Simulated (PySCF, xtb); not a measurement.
ClGeH5OSi, SMILES Cl[SiH2][O][GeH3].

GFN2-xTB in xtb 6.7.1 at its own geometry gives an orbital gap of 6.14 eV and a dipole moment of 1.50 D.

Geometry: PBE0-D3(BJ)/def2-SVP. This is a generated structure with no PubChem entry under its InChIKey; it may be hypothetical. The values are those of a single conformer.

Task: What does B3LYP/def2-TZVP in PySCF give? (Estimate from the structure and the level; the computed values follow.)

Result: gap 7.88 eV (levels -8.31 and -0.43 eV), dipole 1.31 D.
